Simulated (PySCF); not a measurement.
## How methods differ on the excitation energy of Ag⁺

Ag⁺ [Kr] 4d10 (1S) → Ag⁺ [Kr] 4d9 5s1 (3D), as a difference of total energies. Calculation: PySCF 2.14, in x2c-QZVPPall with one added diffuse shell each of s, p, d, f, g type (14s9p8d5f3g, 143 functions); scalar relativity by spin-free X2C-1e. The calculations carry no spin-orbit coupling.

```tsv
method	excitation energy (cm⁻¹)	error (cm⁻¹)
UHF	35104	-5505
r2SCANh	38774	-1834
BLYP	37601	-3007
M06-2X	41519	+910
```

Reference: 40609 cm⁻¹ (measured; NIST levels, between the centres of gravity of the two terms).
